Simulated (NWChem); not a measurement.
System: C4H4F2; SMILES CC(=C=CF)F

Excerpt of the output:

```
             Northwest Computational Chemistry Package (NWChem) 7.3.0
             --------------------------------------------------------

                             Geometry "geometry" -> ""
                             -------------------------

 Output coordinates in angstroms (scale by  1.889725989 to convert to a.u.)

  No.       Tag          Charge          X              Y              Z
 ---- ---------------- ---------- -------------- -------------- --------------
    1 C                    6.0000    -1.18605500     1.78946700    -0.11873000
    2 C                    6.0000     0.02135600     0.93166000     0.01118200
    3 F                    9.0000     1.15817800     1.62814300    -0.12615700
    4 C                    6.0000     0.05686600    -0.36143900     0.23416000
    5 C                    6.0000     0.05495900    -1.63914600     0.50769100
    6 F                    9.0000     0.03312400    -2.59489400    -0.42188900
    7 H                    1.0000    -1.18498600     2.28787400    -1.10115200
    8 H                    1.0000    -1.16970000     2.57795600     0.65060300
    9 H                    1.0000    -2.10464500     1.20017700    -0.01427800
   10 H                    1.0000     0.07251100    -2.05295800     1.52285800

 Effective nuclear repulsion energy (a.u.)     211.1359063960

                              NWChem Property Module
                              ----------------------

  itol2e modified to match energy
  convergence criterion.

                                 NWChem DFT Module
                                 -----------------

 Summary of "ao basis" -> "ao basis" (spherical)
 ------------------------------------------------------------------------------
       Tag                 Description            Shells   Functions and Types
 ---------------- ------------------------------  ------  ---------------------
 C                          pcsseg-1                 7       17   3s3p1d
 F                          pcsseg-1                 7       17   3s3p1d
 H                          pcsseg-1                 3        5   2s1p

  itol2e modified to match energy
  convergence criterion.

[...]

          -----------------------------------------
          Chemical Shielding Tensors (GIAO, in ppm)
          -----------------------------------------

                                NWChem CPHF Module
                                ------------------

  scftype          =     RHF
  nclosed          =       23
  nopen            =        0
  variables        =     2277
  # of vectors     =        3
  tolerance        = 0.10D-03
  level shift      = 0.00D+00
  max iterations   =       50
  max subspace     =       30

 SCF residual:    3.1054369308423901E-005

Iterative solution of linear equations
  No. of variables     2277
  No. of equations        3
  Maximum subspace       30
        Iterations       50
       Convergence  1.0D-04

   iter   nsub   residual    time
   ----  ------  --------  ---------
     1      3    5.18D-01      62.1
     2      6    3.11D-02      65.7
     3      9    2.69D-03      69.3
     4     12    2.27D-04      73.0
     5     15    1.48D-05      76.6

      Atom:    1  C
        Diamagnetic
    257.3297     -6.1610      0.8089
     -6.1610    250.2710     -0.6619
      0.8089     -0.6619    244.3990

        Paramagnetic
    -81.6577     -5.6671      1.2221
     -5.6671    -84.5143     -2.1922
      1.2221     -2.1922    -97.5487

        Total Shielding Tensor
    175.6719    -11.8281      2.0310
    -11.8281    165.7567     -2.8542
      2.0310     -2.8542    146.8503

           isotropic =     162.7597
          anisotropy =      31.6045

          Principal Components and Axis System
                 1           2           3
              183.8293    158.0244    146.4253

      1         0.8270      0.5620     -0.0128
      2        -0.5552      0.8201      0.1384
      3         0.0883     -0.1073      0.9903

      Atom:    2  C
        Diamagnetic
    252.3870     -2.1824      0.0421
     -2.1824    262.0256     -6.8496
      0.0421     -6.8496    224.3326

        Paramagnetic
   -286.1127     -2.7302      5.2599
     -2.7302   -206.9134      9.8333
      5.2599      9.8333   -140.1465

        Total Shielding Tensor
    -33.7257     -4.9127      5.3020
     -4.9127     55.1121      2.9838
      5.3020      2.9838     84.1861

           isotropic =      35.1909
          anisotropy =      74.2392

          Principal Components and Axis System
                 1           2           3
               84.6836     55.1372    -34.2482

      1         0.0407     -0.0604      0.9973
      2         0.0936      0.9940      0.0564
      3         0.9948     -0.0911     -0.0461

      Atom:    3  F
        Diamagnetic
    487.6062     12.4597     -2.4492
     12.4597    474.1401     -0.4387
     -2.4492     -0.4387    470.9200

        Paramagnetic
   -224.8944     -8.5000     -7.8963
     -8.5000   -283.5377     37.1845
     -7.8963     37.1845   -116.2390

        Total Shielding Tensor
    262.7118      3.9597    -10.3454
      3.9597    190.6025     36.7458
    -10.3454     36.7458    354.6810

           isotropic =     269.3317
          anisotropy =     141.0922

          Principal Components and Axis System
                 1           2           3
              363.3932    262.3085    182.2935

      1        -0.0921      0.9929     -0.0753
      2         0.2051      0.0929      0.9743
      3         0.9744      0.0743     -0.2122

      Atom:    4  C
        Diamagnetic
    253.9330     -1.7159      0.3317
     -1.7159    288.2065     -5.9183
      0.3317     -5.9183    253.3027

[...]
```

Level: PBE0/pcSseg-1, GIAO. All runs use the structure optimised with PBE0/def2-SVP. The printed shielding anisotropy is the first printed principal value minus the mean of the other two.

Task: Reconstruct the input file.

Result: Several could match; the one computed here: the input that was run:
```
start job
memory heap 200 mb stack 900 mb global 1100 mb
geometry units angstroms noautosym nocenter noautoz
  C     -1.186055     1.789467    -0.118730
  C      0.021356     0.931660     0.011182
  F      1.158178     1.628143    -0.126157
  C      0.056866    -0.361439     0.234160
  C      0.054959    -1.639146     0.507691
  F      0.033124    -2.594894    -0.421889
  H     -1.184986     2.287874    -1.101152
  H     -1.169700     2.577956     0.650603
  H     -2.104645     1.200177    -0.014278
  H      0.072511    -2.052958     1.522858
end
basis spherical
  * library pcsseg-1
end
dft
  xc pbe0
  iterations 150
end
property
  shielding
end
task dft property
```
